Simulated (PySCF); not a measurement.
Hf: excitation energy

Hf [Xe] 4f14 5d2 6s2 (3F) → Hf [Xe] 4f14 5d3 6s1 (5F), as a difference of total energies. All numbers are calculated (PySCF 2.14, a scalar-relativistic core potential, in aug-cc-pVTZ-PP with ECP60MDF (6s6p5d3f2g, 88 functions)). Correlated levels: valence: 5s2 5p6 frozen. The calculations carry no spin-orbit coupling.

```
           method  excitation energy (eV)
              UHF                   0.929
              LDA                   1.193
              PBE                   1.008
             PBE0                   1.033
           r2SCAN                   0.686
        BHandHLYP                   1.577
             TPSS                   1.067
            wB97X                   2.242
            B3LYP                   1.446
    MP2 (valence)                   1.525
SCS-MP2 (valence)                   2.031
```

Problem. How much does correlation contribute at MP2 (valence)?

Solution. 1.525 − (0.929) = 0.596 eV, measured against UHF.
